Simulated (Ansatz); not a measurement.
The cluster Te2Se3. Total charge 0; singlet. Geometry PBE-D4/def2-SVP.

```xyz
5

Se   -0.827    1.609    2.505
Se   -0.718   -1.890   -0.372
Se   -0.498   -0.470   -2.219
Te    0.495   -0.042    1.358
Te    1.547    0.792   -1.272
```

In the def2 sets Te takes a core potential; there is no spin–orbit coupling. LC-ωPBE has ω = 0.4 bohr⁻¹. The restricted singlet is unstable towards broken spin symmetry in Hartree–Fock (as tested in another run); at PBE-D4/def2-TZVP, r2SCAN-D4/def2-TZVP, PBE0-D4/def2-TZVP, LC-ωPBE/def2-TZVP and others this wasn't settled. Another isomer (singlet) lies 1.05 eV lower at PBE0-D4/def2-TZVP; other spin states weren't run for this one.

Problem. Estimate the orbital energies around the gap (eV) in Ansatz with PBE-D4/def2-TZVP, r2SCAN-D4/def2-TZVP, PBE0-D4/def2-TZVP, LC-ωPBE/def2-TZVP, ωB97M-V/def2-TZVP.

Solution. 
```csv
orbital,PBE-D4/def2-TZVP,r2SCAN-D4/def2-TZVP,PBE0-D4/def2-TZVP,LC-ωPBE/def2-TZVP,ωB97M-V/def2-TZVP
HOMO−9,-9.59,-10.00,-10.79,-13.39,-12.83
HOMO−8,-9.35,-9.73,-10.56,-13.19,-12.65
HOMO−7,-8.61,-8.98,-9.75,-12.46,-11.91
HOMO−6,-8.21,-8.58,-9.44,-12.07,-11.56
HOMO−5,-8.01,-8.36,-9.11,-11.61,-11.12
HOMO−4,-7.18,-7.52,-8.34,-10.94,-10.44
HOMO−3,-6.19,-6.45,-7.06,-9.68,-9.15
HOMO−2,-5.93,-6.19,-7.00,-9.18,-8.77
HOMO−1,-5.89,-6.15,-6.84,-9.10,-8.68
HOMO,-5.23,-5.45,-6.18,-8.54,-8.09
LUMO,-4.34,-4.41,-3.86,-2.17,-2.23
LUMO+1,-4.23,-4.29,-3.75,-2.08,-2.16
LUMO+2,-3.07,-3.01,-2.37,-0.39,-0.56
LUMO+3,-2.56,-2.48,-1.75,0.38,0.19
LUMO+4,-1.90,-1.75,-1.16,0.90,0.65
LUMO+5,1.61,2.04,2.33,4.29,3.85
```
